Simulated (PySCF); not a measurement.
C₆H₁₁N.
Numbering: `[CH2:1]1[CH2:2][C@H:3]2[CH2:4][CH2:5][C@@H:6]1[NH:7]2` (hydrogens: H8, H9 on C1; H10, H11 on C2; H12 on C3; H13, H14 on C4; H15, H16 on C5; H17 on C6; H18 on N7)

The same species was optimised twice, with GFN2-xTB and with PBE0-D3(BJ)/def2-SVP (PySCF), and the same property calculations (PySCF, gas phase) were run on both structures.

```csv
coordinate,GFN2-xTB,PBE0-D3(BJ)/def2-SVP,change
C3–N7 (Å),1.457,1.467,+0.010
C6–N7 (Å),1.458,1.467,+0.009
C4–C5 (Å),1.541,1.549,+0.008
C1–C2 (Å),1.540,1.548,+0.008
C1–C6 (Å),1.544,1.545,+0.001
C3–C4 (Å),1.534,1.534,0.000
C2–C3 (Å),1.544,1.545,+0.001
C5–C6 (Å),1.534,1.534,0.000
C1–C6–C5 (°),108.5,108.7,+0.2
C3–N7–C6 (°),95.8,95.6,-0.2
C2–C3–C4 (°),108.5,108.7,+0.2
C5–C6–N7 (°),100.4,100.3,-0.1
C4–C3–N7 (°),100.4,100.4,0.0
C1–C2–C3 (°),101.6,101.7,+0.1
C4–C5–C6 (°),101.7,101.7,0.0
C2–C1–C6 (°),101.6,101.7,+0.1
```

Rotational constants: A = 3895, B = 3305, C = 2870 MHz (GFN2-xTB) against A = 3861, B = 3285, C = 2844 MHz (PBE0-D3(BJ)/def2-SVP). Point groups within 0.08 Å: Cs and Cs.

On the GFN2-xTB structure: lowest singlet, TDDFT (eV) 5.84 [B3LYP/def2-SVPD]; lowest triplet, Tamm–Dancoff (eV) 5.69 [B3LYP/def2-SVPD]; isotropic polarisability (au) 72.7 [B3LYP/def2-SVPD]; HOMO (eV) -6.45 [B3LYP/def2-SVPD]; LUMO (eV) 0.35 [B3LYP/def2-SVPD]; dipole (D) 1.14 [B3LYP/def2-SVPD]; HOMO (eV) -6.65 [PBE0/pcSseg-1]; LUMO (eV) 1.19 [PBE0/pcSseg-1]; dipole (D) 1.12 [PBE0/pcSseg-1]; GIAO shielding of C1/C2/C4/C5 (mean) (ppm) 153.5 [PBE0/pcSseg-1]; GIAO shielding of C3/C6 (mean) (ppm) 127.9 [PBE0/pcSseg-1]; GIAO shielding of N7 (ppm) 179.8 [PBE0/pcSseg-1].

Task: What do these properties become on the PBE0-D3(BJ)/def2-SVP structure?

Result: 
```json
{"property": "lowest singlet, TDDFT (eV)", "level": "B3LYP/def2-SVPD", "on GFN2-xTB": "5.84", "on PBE0-D3(BJ)/def2-SVP": "5.89", "change": "+0.05"}
{"property": "lowest triplet, Tamm–Dancoff (eV)", "level": "B3LYP/def2-SVPD", "on GFN2-xTB": "5.69", "on PBE0-D3(BJ)/def2-SVP": "5.74", "change": "+0.05"}
{"property": "isotropic polarisability (au)", "level": "B3LYP/def2-SVPD", "on GFN2-xTB": "72.7", "on PBE0-D3(BJ)/def2-SVP": "73.8", "change": "+1.1"}
{"property": "HOMO (eV)", "level": "B3LYP/def2-SVPD", "on GFN2-xTB": "-6.45", "on PBE0-D3(BJ)/def2-SVP": "-6.52", "change": "-0.07"}
{"property": "LUMO (eV)", "level": "B3LYP/def2-SVPD", "on GFN2-xTB": "0.35", "on PBE0-D3(BJ)/def2-SVP": "0.32", "change": "-0.03"}
{"property": "dipole (D)", "level": "B3LYP/def2-SVPD", "on GFN2-xTB": "1.14", "on PBE0-D3(BJ)/def2-SVP": "1.19", "change": "+0.05"}
{"property": "energy, GFN2-xTB geometry as zero (kcal/mol)", "level": "B3LYP/def2-SVPD", "on GFN2-xTB": "0.0", "on PBE0-D3(BJ)/def2-SVP": "-0.8", "change": "-0.8"}
{"property": "HOMO (eV)", "level": "PBE0/pcSseg-1", "on GFN2-xTB": "-6.65", "on PBE0-D3(BJ)/def2-SVP": "-6.72", "change": "-0.07"}
{"property": "LUMO (eV)", "level": "PBE0/pcSseg-1", "on GFN2-xTB": "1.19", "on PBE0-D3(BJ)/def2-SVP": "1.15", "change": "-0.04"}
{"property": "dipole (D)", "level": "PBE0/pcSseg-1", "on GFN2-xTB": "1.12", "on PBE0-D3(BJ)/def2-SVP": "1.17", "change": "+0.05"}
{"property": "energy, GFN2-xTB geometry as zero (kcal/mol)", "level": "PBE0/pcSseg-1", "on GFN2-xTB": "0.0", "on PBE0-D3(BJ)/def2-SVP": "-0.3", "change": "-0.3"}
{"property": "GIAO shielding of C1/C2/C4/C5 (mean) (ppm)", "level": "PBE0/pcSseg-1", "on GFN2-xTB": "153.5", "on PBE0-D3(BJ)/def2-SVP": "151.6", "change": "-1.9"}
{"property": "GIAO shielding of C3/C6 (mean) (ppm)", "level": "PBE0/pcSseg-1", "on GFN2-xTB": "127.9", "on PBE0-D3(BJ)/def2-SVP": "126.4", "change": "-1.5"}
{"property": "GIAO shielding of N7 (ppm)", "level": "PBE0/pcSseg-1", "on GFN2-xTB": "179.8", "on PBE0-D3(BJ)/def2-SVP": "175.1", "change": "-4.7"}
```

The heavy atoms differ by 0.005 Å rms after alignment. Among bonds between heavy atoms C3–N7 and C6–N7 change most and about equally (+0.009 to +0.010 Å). Changes are differences of the printed values. Neither structure is proved a minimum here.
